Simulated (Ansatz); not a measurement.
Geometry optimisation of Ga₆N₆, a cluster cut from wurtzite GaN (bare).

```yaml
crystal:
  periodic: [false, false, false]
  atoms:
    - {symbol: N, position_ang: [-0.010900, -2.028060, -1.070670]}
    - {symbol: Ga, position_ang: [-1.538030, -0.880200, -0.990280]}
    - {symbol: Ga, position_ang: [-0.001680, -1.765960, 1.001270]}
    - {symbol: N, position_ang: [-1.754470, -1.006340, 1.084550]}
    - {symbol: N, position_ang: [-1.756370, 1.016510, -1.069440]}
    - {symbol: Ga, position_ang: [-1.523810, 0.890170, 1.003040]}
    - {symbol: Ga, position_ang: [1.523650, -0.890010, -1.003590]}
    - {symbol: N, position_ang: [1.757920, -1.017400, 1.068810]}
    - {symbol: N, position_ang: [1.753760, 1.006060, -1.082860]}
    - {symbol: Ga, position_ang: [0.001510, 1.765390, -1.002300]}
    - {symbol: Ga, position_ang: [1.537750, 0.879810, 0.990070]}
    - {symbol: N, position_ang: [0.010660, 2.030040, 1.071400]}
basis:
  gaussian: {orbitals: def2-SVP}
hamiltonian: {xc: pbe, dispersion: d4}
scf: {lower_state_search: "off"}
output: {orbitals: {seedname: orbitals}}
relax: {f_tol: 0.03, max_steps: 70}
```

```sh
$ ansatz run in.yaml --threads 4 --pin off --events-out ev --progress --plain --max-ram 6963MiB
```

Shortened log:

```
Functional definition: PBE
mean field -323103.47509362 eV, -11873.8337022893 hartree, gradient 3.2e-6 eV, S^2 0.000000; 0 other end points of the search recorded, 0 dependent functions left out
relax step   1: F+E_penalty+E_count = -323104.66580569 eV  Δ(F+E_penalty+E_count) = +0.000e0 eV  max|allowed force component| = 6.381e-1 eV/Å  Δτ_max = 0.0000 Å  (30 SCF iters, accepted)
mean field -323103.60681522 eV, -11873.8385429686 hartree, gradient 6.2e-7 eV, S^2 0.000000; 0 other end points of the search recorded, 0 dependent functions left out
relax step   2: F+E_penalty+E_count = -323104.80381152 eV  Δ(F+E_penalty+E_count) = -1.380e-1 eV  max|allowed force component| = 1.572e-1 eV/Å  Δτ_max = 0.0457 Å  (24 SCF iters, accepted)
mean field -323103.61386476 eV, -11873.8388020346 hartree, gradient 1.6e-6 eV, S^2 0.000000; 0 other end points of the search recorded, 0 dependent functions left out
relax step   3: F+E_penalty+E_count = -323104.81191940 eV  Δ(F+E_penalty+E_count) = -8.108e-3 eV  max|allowed force component| = 6.857e-2 eV/Å  Δτ_max = 0.0097 Å  (24 SCF iters, accepted)
mean field -323103.61677628 eV, -11873.8389090310 hartree, gradient 1.8e-6 eV, S^2 0.000000; 0 other end points of the search recorded, 0 dependent functions left out
relax step   4: F+E_penalty+E_count = -323104.81460865 eV  Δ(F+E_penalty+E_count) = -2.689e-3 eV  max|allowed force component| = 1.376e-2 eV/Å  Δτ_max = 0.0103 Å  (24 SCF iters, accepted)
Total energy: -323104.81465842 eV, -11873.8829303875 hartree
Atom 0 at    -0.010857    -2.048141    -1.041390 Å, force     0.000283     0.012756     0.001699 eV/Å
Atom 1 at    -1.510258    -0.865127    -0.962984 Å, force     0.004631     0.002773    -0.006666 eV/Å
Atom 2 at    -0.001286    -1.734490     0.973633 Å, force    -0.000123     0.005088     0.007657 eV/Å
Atom 3 at    -1.770387    -1.015396     1.054001 Å, force     0.012302     0.006463    -0.002061 eV/Å
Atom 4 at    -1.772756     1.026547    -1.039014 Å, force     0.011537    -0.005822     0.001412 eV/Å
Atom 5 at    -1.496319     0.874559     0.975458 Å, force     0.003971    -0.002583     0.007286 eV/Å
Atom 6 at     1.496725    -0.874784    -0.975602 Å, force    -0.004865     0.002881    -0.006900 eV/Å
Atom 7 at     1.773112    -1.026759     1.039219 Å, force    -0.012220     0.006456    -0.002065 eV/Å
Atom 8 at     1.769986     1.015163    -1.053834 Å, force    -0.011218    -0.005910     0.001607 eV/Å
Atom 9 at     0.001281     1.734893    -0.973840 Å, force    -0.000144    -0.005805    -0.006977 eV/Å
Atom 10 at     1.509884     0.864938     0.962807 Å, force    -0.003890    -0.002543     0.007195 eV/Å
Atom 11 at     0.010865     2.048606     1.041546 Å, force    -0.000264    -0.013755    -0.002188 eV/Å
Dipole moment:     0.000025    -0.000004    -0.000230 e Å
Checks for a lower state left out: stability, starts, cluster_reference, orbital_swaps, neighbouring_geometries, increment
```

Hardware: 4 threads of Arm Neoverse V2 on a shared host. Wall time 26 s, peak host memory 0.83 GiB.
